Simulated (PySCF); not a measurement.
## Dipole response of Pt⁺ (platinum, charge +1)

[Xe] 4f14 5d9, 2D determinant. Calculation: PySCF 2.14, in aug-cc-pwCVTZ-PP with ECP60MDF (8s8p7d4f3g, 122 functions); a scalar-relativistic core potential. Coupled (time-dependent) response in atomic units; α is the mean over directions.

| method | mean α (bohr³) | α xx, yy, zz | C₆ (like pair) | S(−4) |
| --- | --- | --- | --- | --- |
| HSE06 | 16.04 | 15.93, 15.93, 16.25 | 120.6 | 82.35 |

S(−4) is the Cauchy moment in α(ω) = α(0) + S(−4) ω² + …

Spin-orbit coupling is absent.

α(iu) at HSE06:

```
u (hartree)  α(iu) (bohr³)
          0          16.04
     0.0500          15.83
      0.100          15.28
      0.200          13.59
      0.300          11.81
      0.500          9.019
      0.750          6.735
       1.00          5.225
       1.50          3.404
       2.00          2.387
       3.00          1.346
       5.00         0.5873
```

A single London oscillator, α(iu) = α/(1 + u²/ω²), gives C₆ = (3/4) ω α². Matching the computed C₆ needs ω = 4 × 120.6 / (3 × 16.04²) = 0.625 hartree.

For an ion, C₆ is the dispersion term alone; charge-induced terms of lower order in 1/R come first.

The components differ because the open shell of this determinant is not spherical; for a pure term their mean is the scalar polarisability.

Energies and moments cover only the electrons outside the core potential. Spin-orbit coupling, absent here, splits the open shell strongly. ⟨S²⟩ = 0.93 against 0.75 shows spin contamination.
